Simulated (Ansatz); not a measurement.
Cd5NiSe4Cl4⁺. Total charge 1; quartet. Geometry r2SCAN-D4/def2-SVP, that of the neutral triplet; atoms count from 1.

```xyz
14

Se   -3.0123    0.1570    0.8291
Se    1.7528    1.0324    2.1001
Se    0.0840    0.7240   -2.0981
Se    0.4384   -3.2498   -0.0261
Ni   -1.7241    1.3246   -0.7948
Cd    1.5815    2.1014   -0.3713
Cd   -0.8369    0.9507    2.0850
Cd   -1.6500   -1.9995    0.7890
Cd    1.3699   -1.3782    1.4509
Cd    0.3500   -1.8472   -2.3042
Cl   -1.0460    3.1572    0.3766
Cl    3.0980    3.7664   -1.0180
Cl   -0.7137   -1.6334    3.2605
Cl    0.3084   -3.1056   -4.2787
```

In the def2 sets Cd takes a core potential; there is no spin–orbit coupling. Single mean-field runs in def2-TZVP are fitted with def2-universal-jkfit. At PBE0-D4/def2-TZVP a doublet of charge 1 lies 1.25 eV below the quartet, each at its own geometry.

(1) Estimate the Mulliken populations from the PBE0/def2-TZVP orbitals of Ansatz.

(2) Where does the spin sit?

(3) And the Mayer bond orders between heavy atoms (over 0.3)?

## Answers

(1) 
```tsv
atom	charge (e)	spin (α − β)	d electrons
Se1	-0.41	0.15	–
Se2	-0.44	0.21	–
Se3	-0.28	0.62	–
Se4	-0.44	0.10	–
Ni5	0.35	1.59	8.50
Cd6	0.76	-0.04	10.02
Cd7	0.82	-0.01	10.03
Cd8	0.70	0.00	10.02
Cd9	0.67	-0.01	10.02
Cd10	0.67	-0.02	10.01
Cl11	-0.31	0.12	–
Cl12	-0.30	0.19	–
Cl13	-0.42	0.01	–
Cl14	-0.36	0.08	–
```
Mulliken values depend strongly on the basis.

(2) Summed by element: Se 1.08, Ni 1.59, Cd -0.07, Cl 0.40, of 3 unpaired in all. Largest on single atoms: Ni5 1.59, Se3 0.62, Se2 0.21.

(3) Se1–Ni5 0.89 (2.38 Å); Se1–Cd7 0.57 (2.63 Å); Se1–Cd8 0.71 (2.55 Å); Se2–Cd6 0.54 (2.70 Å); Se2–Cd7 0.64 (2.59 Å); Se2–Cd9 0.76 (2.53 Å); Se3–Ni5 0.90 (2.31 Å); Se3–Cd6 0.42 (2.67 Å); Se3–Cd10 0.55 (2.59 Å); Se4–Cd8 0.70 (2.57 Å); Se4–Cd9 0.73 (2.56 Å); Se4–Cd10 0.58 (2.68 Å); Ni5–Cl11 0.73 (2.28 Å); Cd6–Cl12 0.86 (2.34 Å); Cd8–Cl13 0.36 (2.67 Å); Cd10–Cl14 0.91 (2.34 Å).
